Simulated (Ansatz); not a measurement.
`[SiH3]C#CC=S` + `OCS` → `[SiH3]OCS` + `C#CC=S`  (ligand exchange at the Si–C bond)

Calculated with Ansatz (gas phase, PBE0-D4/def2-TZVP geometries, no zero-point term in ΔE). CCSD(T)/CBS adds triple-zeta CCSD(T) − MP2 to the extrapolated MP2 energy (def2 sets, frozen cores). DFT in def2-TZVPP. HSE06 is defined as in plane-wave codes. Each species was taken in one conformer, which may not be the lowest.

Problem. Is it downhill or uphill in electronic energy at CCSD(T)/CBS, and by how much? (Best estimate.)

Solution. Computed: Downhill: ΔE = -48.1 kJ/mol.

Problem. What do these levels give: LDA (SPW92), revPBE-D4, BLYP-D4, r2SCAN-D4, ωB97X-V, revPBE, r2SCAN, PBE0, HSE06, HF/def2-SVP, HF/def2-QZVPP, SCS-MP2/def2-QZVPP? (Estimate.)

Solution. The calculation gave: LDA (SPW92) -40.7, revPBE-D4 -37.4, BLYP-D4 -46.9, r2SCAN-D4 -44.0, ωB97X-V -49.7, revPBE -33.3, r2SCAN -43.7, PBE0 -39.3, HSE06 -38.8, HF/def2-SVP -48.7, HF/def2-QZVPP -59.0, SCS-MP2/def2-QZVPP -49.9 kJ/mol.

Largest T1 diagnostic among the species: 0.016.

In def2-TZVPP, CCSD(T) changes the Hartree–Fock value by +10.0 kJ/mol (the triples alone add +2.0 kJ/mol) and MP2 by +10.6 kJ/mol. Leaving LDA and LC-ωPBE aside and taking each functional with its dispersion term where it has one, the values, not all of them listed here, spread over 16.7 kJ/mol, from BHLYP-D4 to PBE-D4. LDA lies −4.9 kJ/mol from PBE without D4. At CCSD(T), def2-SVP lies +4.5 kJ/mol from the extrapolated value and def2-TZVPP +0.3 kJ/mol.
